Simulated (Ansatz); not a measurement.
A geometry relaxed with r2SCAN-D4/def2-TZVP run with Ansatz (a program for electronic structure), charge 0, multiplicity 1:

```xyz
13

H      3.1807     0.4577     0.7631
H      2.3999    -1.7478     1.3423
H     -0.3966     2.5529    -1.8913
H     -3.0086    -1.2572    -0.5323
H      0.3400     3.2974     0.2710
Si    -0.5633     2.3396    -0.4236
H     -2.0103    -1.9511     1.5434
H     -1.2778    -2.9377    -0.5204
Si    -1.7268    -1.6633     0.1064
Ga    -0.0173     0.0364     0.0316
H     -1.9677     2.6917    -0.0792
H      2.7731    -1.1715    -0.9580
Si     2.2747    -0.6470     0.3470
```

Q: Write the SMILES of this molecule.

A: `[SiH3][Ga]([SiH3])[SiH3]`
